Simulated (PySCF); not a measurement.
PySCF input file for C₂H₃AlClNO, SMILES [CH3][Al]([Cl])[N]=C=O, PBE0/pcSseg-1. The structure is a stationary point at PBE-D3(BJ)/def2-SVP. The structure was generated by enumeration; whether it is a known compound was not checked. One conformer was computed; it need not be the lowest.

```python
import numpy as np
from pyscf import gto, scf, dft
from pyscf.prop.nmr import rks as nmr

mol = gto.M(
    atom='''
    Al   -0.36668965    0.50954910   -0.32249996
    Cl   -2.12814013   -0.65630367   -0.27046333
    C    -0.31073726    2.29054677   -1.09108835
    H     0.46729976    2.34992088   -1.88061855
    H    -0.03941503    3.03732453   -0.31546369
    H    -1.28200844    2.58701862   -1.53314091
    N     1.08666172   -0.24033927    0.39157403
    C     2.04083931   -0.80056301    0.88998476
    O     2.97652840   -1.33734597    1.37315032
    ''',
    basis='pcSseg-1',
    charge=0,
    spin=0,
    max_memory=1600,
    verbose=3,
)
mf = dft.RKS(mol, xc='pbe0')
mf.grids.level = 3
mf.conv_tol = 1e-10
mf.max_cycle = 100
mf.kernel()
n = nmr.NMR(mf)
n.verbose = 2
n.max_cycle_cphf = 60
sigma = n.kernel()
print('atom   isotropic/ppm   span/ppm')
for i, s in enumerate(sigma):
    w = np.linalg.eigvalsh((s + s.T) / 2)
    print(f'{mol.atom_symbol(i):2s}{i + 1:3d} {w.mean():14.3f} {w[2] - w[0]:11.3f}')
```

It prints:

```
converged SCF energy = -910.221438043843
atom   isotropic/ppm   span/ppm
Al  1        405.084     158.401
Cl  2        906.019     296.426
C   3        194.311       9.606
H   4         31.111      11.879
H   5         31.099      11.750
H   6         31.212      12.560
N   7        201.830     203.031
C   8         53.916     336.952
O   9        186.066     303.548
```

The calculation finished and met its thresholds.
